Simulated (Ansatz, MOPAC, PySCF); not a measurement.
Molecule: GeIF2, net charge 0, doublet state. SMILES: [F][Ge]([F])[I]
Coordinates optimised at B3LYP-D3(BJ)/def2-TZVP (Ansatz, a quantum-chemistry and plane-wave program):
```
Ge
F 1 1.7449
F 1 1.7449 2 102.29
I 1 2.5719 2 109.62 3 116.27
```
Charge 0, spin multiplicity 2.

Unscaled harmonic wavenumbers (cm⁻¹) in rising order, each level at the stationary point that it reaches from this structure (no distance between atoms moves by over 0.3 Å); the order of modes can differ between levels, and a negative number is imaginary. B3LYP-D3(BJ)/def2-TZVP (PySCF, at the structure above): 114, 139, 215, 243, 674, 679.

AM1 (MOPAC): 118, 127, 185, 248, 781, 800. Zero-point energy 3.2 against 2.9 kcal/mol; where all levels lie over 400 cm⁻¹, the wavenumbers are on average 1.170 times those of B3LYP-D3(BJ)/def2-TZVP.

PM6 (MOPAC): 62, 78, 157, 205, 643, 651. Zero-point energy 2.6 against 2.9 kcal/mol; where all levels lie over 400 cm⁻¹, the wavenumbers are on average 0.957 times those of B3LYP-D3(BJ)/def2-TZVP.

HF/3-21G (Ansatz): 120, 125, 216, 288, 844, 856. Zero-point energy 3.5 against 2.9 kcal/mol; where all levels lie over 400 cm⁻¹, the wavenumbers are on average 1.258 times those of B3LYP-D3(BJ)/def2-TZVP.

B3LYP/6-31G* with LANL2DZ past Ar (Ansatz): 106, 118, 198, 243, 680, 692. Zero-point energy 2.9 against 2.9 kcal/mol; where all levels lie over 400 cm⁻¹, the wavenumbers are on average 1.015 times those of B3LYP-D3(BJ)/def2-TZVP.
